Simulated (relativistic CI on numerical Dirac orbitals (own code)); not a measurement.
Rh2+ (4d7) in a crystal field

Calculated by Dirac-Coulomb-Breit CI, orbitals from a KLI potential per configuration, a model potential for QED, one configuration in a parametric crystal field, unscaled Slater integrals (own radial code). With so little scaling, terms lie 10 to 35 % too far apart, which can change the order of excited levels.

Field parameters in Wybourne normalisation: Oh B⁴₀ = 21Dq, B⁴₄ = √(5/14) B⁴₀. The field is a parameter set, without covalency.

S and J are read from ⟨S²⟩ = S(S + 1) and ⟨J²⟩ = J(J + 1) of each level; they are not fictitious spins.

Oh, 10Dq = 4700 cm⁻¹, the lowest 10 levels:

```csv
E (cm⁻¹),Degeneracy,Irrep,S,J
0.0,2,Γ6,1.49,4.41
635,4,Γ8,1.49,4.20
1732,4,Γ8,1.49,3.74
2458,2,Γ7,1.50,3.06
5434,4,Γ8,1.48,3.59
5435,2,Γ6,1.50,3.59
5965,4,Γ8,1.49,2.78
6229,2,Γ7,1.49,3.01
10702,4,Γ8,1.49,2.86
13626,4,Γ8,0.53,4.23
```

Principal g values of the ground doublet: 4.79, 4.79, 4.79.

Oh, 10Dq = 8500 cm⁻¹, the lowest 10 levels:

| E (cm⁻¹) | Degeneracy | Irrep | S | J |
| --- | --- | --- | --- | --- |
| 0.0 | 2 | Γ6 | 1.49 | 4.35 |
| 709 | 4 | Γ8 | 1.49 | 4.03 |
| 1840 | 4 | Γ8 | 1.48 | 3.39 |
| 2400 | 2 | Γ7 | 1.50 | 2.97 |
| 8688 | 4 | Γ8 | 1.46 | 3.56 |
| 8702 | 2 | Γ6 | 1.49 | 3.62 |
| 8966 | 4 | Γ8 | 1.49 | 3.18 |
| 9458 | 2 | Γ7 | 1.49 | 3.09 |
| 10324 | 4 | Γ8 | 0.57 | 4.12 |
| 16351 | 4 | Γ8 | 0.58 | 4.53 |

Principal g values of the ground doublet: 4.61, 4.61, 4.61.

Oh, 10Dq = 12250 cm⁻¹, the lowest 10 levels:

| E (cm⁻¹) | Degeneracy | Irrep | S | J |
| --- | --- | --- | --- | --- |
| 0.0 | 2 | Γ6 | 1.50 | 4.30 |
| 689 | 4 | Γ8 | 1.48 | 3.93 |
| 1677 | 4 | Γ8 | 1.44 | 3.28 |
| 2330 | 2 | Γ7 | 1.50 | 2.93 |
| 6902 | 4 | Γ8 | 0.64 | 4.03 |
| 11906 | 4 | Γ8 | 1.41 | 3.55 |
| 12055 | 2 | Γ6 | 1.48 | 3.65 |
| 12231 | 4 | Γ8 | 1.49 | 3.37 |
| 12754 | 2 | Γ7 | 1.46 | 3.14 |
| 16426 | 4 | Γ8 | 0.58 | 4.58 |

Principal g values of the ground doublet: 4.50, 4.50, 4.50.

The free-ion ground term has S = 3/2. Every field shown keeps that spin.

Levels of this model without a field, named by their leading LS term: ⁴F9/2 0, ⁴F7/2 2000, ⁴F5/2 3321, ⁴F3/2 4172, ⁴P5/2 14781, ⁴P3/2 14828, ²G9/2 15289, ⁴P1/2 16127 cm⁻¹.
